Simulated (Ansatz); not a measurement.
Reaction (formal exchange of groups at a B–O bond): `BOC=C` + `C#CCCCl` → `BCCCl` + `C#COC=C`

Calculated with Ansatz (gas phase, PBE0-D4/def2-TZVP geometries, no zero-point term in ΔE). CBS: MP2 limit from def2 TZ/QZ plus the TZ coupled-cluster correction, frozen cores. DFT in def2-TZVPP. B3LYP here is the variant with VWN-RPA as its local correlation; programs differ in this. One conformer a species, not always the lowest.

CCSD(T)/CBS gives +51.7 kcal/mol.

Question: Another level gave +50.6 kcal/mol. Which?
A. PBE/def2-TZVPP
B. B3LYP/def2-TZVPP
C. r2SCAN/def2-TZVPP
D. HF/def2-TZVPP

Answer: B. B3LYP 50.6, PBE 48.2, HF/def2-TZVPP 52.4, r2SCAN 49.2 kcal/mol.

Largest T1 diagnostic among the species: 0.014.

From PBE to PBE0 (25 % exact exchange), in def2-TZVPP and without D4, ΔE moves by +0.8 kcal/mol.
